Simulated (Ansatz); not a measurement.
The lowest singlet and triplet of C2H4 (SMILES C=C); geometries from B3LYP-D3(BJ)/def2-TZVP, each state relaxed from the structure named, with no frequency check.
Singlet (charge 0, multiplicity 1):
```xyz
6

C     -0.66203    -0.00498    -0.01849
C      0.66203     0.00498     0.01849
H     -1.23919     0.91177    -0.00780
H     -1.22385    -0.93029    -0.06098
H      1.23919    -0.91177     0.00780
H      1.22385     0.93029     0.06098
```

A positive gap puts the triplet lower; no zero-point energy. R- takes a restricted singlet. U- takes an unrestricted singlet (broken symmetry where lower, unprojected). The triplet is unrestricted in single-reference levels. Active spaces average the two states.

Frozen-core correlation.

Programs: Ansatz (Gaussian orbitals). Each number belongs to the level named beside it.

Problem. Estimate the gap E(singlet) − E(triplet), vertical, at the singlet's geometry that U-wB97X-V/def2-TZVPP returns for this input.

Solution. -106.3 kcal/mol

Problem. Estimate the gap E(singlet) − E(triplet), vertical, at the singlet's geometry that FIC-MRCISD+Q on SA-CASSCF(2,2)/cc-pVTZ returns for this input.

Solution. -105.9 kcal/mol

Problem. What gap E(singlet) − E(triplet), vertical, at the singlet's geometry does R-MP2/cc-pVTZ give?

Solution. -108.8 kcal/mol

Ansatz is an electronic-structure program.
